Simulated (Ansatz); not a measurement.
Stretching the Si1–H2 bond in H4Si2 (SMILES [SiH][SiH3]) (multiplicity 1 held, fragments rigid). Energies count from the point at 1.524 Å.
Geometry at that point (charge 0, multiplicity 1):
```tsv
atom	x (Å)	y (Å)	z (Å)
Si	-0.0034	1.0372	0.8259
H	-0.4439	1.8615	-0.3774
Si	0.0292	-0.8910	-0.5979
H	0.9795	-0.6606	-1.7212
H	-1.3262	-1.1003	-1.1784
H	0.4294	-2.1475	0.0843
```

R- and RO- levels are restricted; in cc, def2 and unpolarised 6-31G sets they are followed outwards from rest. U- levels take the lowest unrestricted solution at each point, which mixes spins at long bonds. Active spaces are followed from a long bond inwards. Curves can end on different states.

Correlated levels freeze the cores.

Programs: Ansatz (Gaussian basis) for Hartree–Fock, density functionals and correlated methods. Each number belongs to the level named beside it.

Energies in eV.

```json
[
 {"R (Å)": "1.219", "U-HF/cc-pV(D+d)Z": "1.12", "U-MP2/cc-pV(D+d)Z": "1.14", "U-SCS-MP2/cc-pV(D+d)Z": "1.15", "R-CCSD/cc-pV(D+d)Z": "1.16", "FIC-NEVPT4(SD) on CASSCF(2,2)/cc-pV(D+d)Z": "1.19", "FIC-MRCISD+Q on CASSCF(2,2)/cc-pV(D+d)Z": "1.17"},
 {"R (Å)": "1.371", "U-HF/cc-pV(D+d)Z": "0.20", "U-MP2/cc-pV(D+d)Z": "0.22", "U-SCS-MP2/cc-pV(D+d)Z": "0.22", "R-CCSD/cc-pV(D+d)Z": "0.23", "FIC-NEVPT4(SD) on CASSCF(2,2)/cc-pV(D+d)Z": "0.25", "FIC-MRCISD+Q on CASSCF(2,2)/cc-pV(D+d)Z": "0.24"},
 {"R (Å)": "1.524", "U-HF/cc-pV(D+d)Z": "0.00", "U-MP2/cc-pV(D+d)Z": "0.00", "U-SCS-MP2/cc-pV(D+d)Z": "0.00", "R-CCSD/cc-pV(D+d)Z": "0.00", "FIC-NEVPT4(SD) on CASSCF(2,2)/cc-pV(D+d)Z": "0.00", "FIC-MRCISD+Q on CASSCF(2,2)/cc-pV(D+d)Z": "0.00"},
 {"R (Å)": "1.676", "U-HF/cc-pV(D+d)Z": "0.18", "U-MP2/cc-pV(D+d)Z": "0.16", "U-SCS-MP2/cc-pV(D+d)Z": "0.15", "R-CCSD/cc-pV(D+d)Z": "0.14", "FIC-NEVPT4(SD) on CASSCF(2,2)/cc-pV(D+d)Z": "0.12", "FIC-MRCISD+Q on CASSCF(2,2)/cc-pV(D+d)Z": "0.13"},
 {"R (Å)": "1.828", "U-HF/cc-pV(D+d)Z": "0.55", "U-MP2/cc-pV(D+d)Z": "0.51", "U-SCS-MP2/cc-pV(D+d)Z": "0.49", "R-CCSD/cc-pV(D+d)Z": "0.46", "FIC-NEVPT4(SD) on CASSCF(2,2)/cc-pV(D+d)Z": "0.42", "FIC-MRCISD+Q on CASSCF(2,2)/cc-pV(D+d)Z": "0.44"},
 {"R (Å)": "2.057", "U-HF/cc-pV(D+d)Z": "1.25", "U-MP2/cc-pV(D+d)Z": "1.17", "U-SCS-MP2/cc-pV(D+d)Z": "1.14", "R-CCSD/cc-pV(D+d)Z": "1.06", "FIC-NEVPT4(SD) on CASSCF(2,2)/cc-pV(D+d)Z": "1.00", "FIC-MRCISD+Q on CASSCF(2,2)/cc-pV(D+d)Z": "1.03"},
 {"R (Å)": "2.285", "U-HF/cc-pV(D+d)Z": "1.86", "U-MP2/cc-pV(D+d)Z": "2.04", "U-SCS-MP2/cc-pV(D+d)Z": "2.06", "R-CCSD/cc-pV(D+d)Z": "1.66", "FIC-NEVPT4(SD) on CASSCF(2,2)/cc-pV(D+d)Z": "1.56", "FIC-MRCISD+Q on CASSCF(2,2)/cc-pV(D+d)Z": "1.60"},
 {"R (Å)": "2.666", "U-HF/cc-pV(D+d)Z": "2.32", "U-MP2/cc-pV(D+d)Z": "2.72", "U-SCS-MP2/cc-pV(D+d)Z": "2.78", "R-CCSD/cc-pV(D+d)Z": "2.49", "FIC-NEVPT4(SD) on CASSCF(2,2)/cc-pV(D+d)Z": "2.30", "FIC-MRCISD+Q on CASSCF(2,2)/cc-pV(D+d)Z": "2.35"},
 {"R (Å)": "3.047", "U-HF/cc-pV(D+d)Z": "2.47", "U-MP2/cc-pV(D+d)Z": "2.94", "U-SCS-MP2/cc-pV(D+d)Z": "3.01", "R-CCSD/cc-pV(D+d)Z": "3.03", "FIC-NEVPT4(SD) on CASSCF(2,2)/cc-pV(D+d)Z": "2.75", "FIC-MRCISD+Q on CASSCF(2,2)/cc-pV(D+d)Z": "2.81"},
 {"R (Å)": "3.504", "U-HF/cc-pV(D+d)Z": "2.53", "U-MP2/cc-pV(D+d)Z": "3.02", "U-SCS-MP2/cc-pV(D+d)Z": "3.09", "R-CCSD/cc-pV(D+d)Z": "3.38", "FIC-NEVPT4(SD) on CASSCF(2,2)/cc-pV(D+d)Z": "3.01", "FIC-MRCISD+Q on CASSCF(2,2)/cc-pV(D+d)Z": "3.07"},
 {"R (Å)": "4.114", "U-HF/cc-pV(D+d)Z": "2.55", "U-MP2/cc-pV(D+d)Z": "3.05", "U-SCS-MP2/cc-pV(D+d)Z": "3.12", "R-CCSD/cc-pV(D+d)Z": "3.56", "FIC-NEVPT4(SD) on CASSCF(2,2)/cc-pV(D+d)Z": "3.11", "FIC-MRCISD+Q on CASSCF(2,2)/cc-pV(D+d)Z": "3.17"},
 {"R (Å)": "4.876", "U-HF/cc-pV(D+d)Z": "2.55", "U-MP2/cc-pV(D+d)Z": "3.06", "U-SCS-MP2/cc-pV(D+d)Z": "3.13", "R-CCSD/cc-pV(D+d)Z": "3.62", "FIC-NEVPT4(SD) on CASSCF(2,2)/cc-pV(D+d)Z": "3.14", "FIC-MRCISD+Q on CASSCF(2,2)/cc-pV(D+d)Z": "3.20"}
]
```

Doubts at one or more of the structures used: a spin-contaminated determinant (U-HF/cc-pV(D+d)Z, U-MP2/cc-pV(D+d)Z, U-SCS-MP2/cc-pV(D+d)Z); a restricted determinant that unrestricted orbitals would lower (R-CCSD/cc-pV(D+d)Z); other coupled-cluster roots lie near (R-CCSD/cc-pV(D+d)Z); T1 above 0.05 (R-CCSD/cc-pV(D+d)Z).

Ansatz is a first-principles code.
